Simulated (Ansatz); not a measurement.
Consider the formal exchange of groups at the Sn–O bond: `C[O][Sn]([OH])([F])[F]` + benzene → `C[O][Sn]([F])([F])[c]1ccccc1` + H₂O.

Gas-phase electronic energies from Ansatz, PBE0-D4/def2-TZVP geometries. CCSD(T)/CBS is the MP2 limit (def2-TZVPP, def2-QZVPP) plus CCSD(T) − MP2 in def2-TZVPP, frozen cores. This one scheme is used for every species. DFT in def2-TZVPP. HSE06 is defined as in plane-wave codes. def2 core potentials past Kr. For Sn outer-core shells are correlated without core-valence functions, which leaves a few kJ/mol of doubt a bond. Each species was taken in one conformer, which may not be the lowest.

Problem. Is it downhill or uphill in electronic energy at CCSD(T)/CBS, and by how much? (An estimate is asked.)

Solution. Ansatz gave: Uphill: ΔE = +2.3 kcal/mol.

Problem. What do these levels give: BLYP-D4, HSE06-D4, BHLYP-D4, r2SCANh, HSE06, LC-ωPBE, HF/def2-SVP, MP2/def2-SVP, CCSD/def2-SVP, SCS-MP2/def2-TZVPP, MP2/def2-QZVPP, SCS-MP2/def2-QZVPP? (Best estimate.)

Solution. Computed: BLYP-D4 3.2, HSE06-D4 2.3, BHLYP-D4 3.2, r2SCANh 4.7, HSE06 4.0, LC-ωPBE 5.0, HF/def2-SVP 4.3, MP2/def2-SVP 2.7, CCSD/def2-SVP 3.1, SCS-MP2/def2-TZVPP 2.4, MP2/def2-QZVPP 1.0, SCS-MP2/def2-QZVPP 2.9 kcal/mol.

Largest T1 diagnostic among the species: 0.015.

In def2-TZVPP, CCSD(T) changes the Hartree–Fock value by −6.2 kcal/mol (the triples alone add −0.8 kcal/mol) and MP2 by −7.5 kcal/mol. Leaving LDA and LC-ωPBE aside and taking each functional with its dispersion term where it has one, the values, not all of them listed here, spread over 3.9 kcal/mol, from PBE0-D4 to B97M-V. LDA lies −2.4 kcal/mol from PBE without D4.
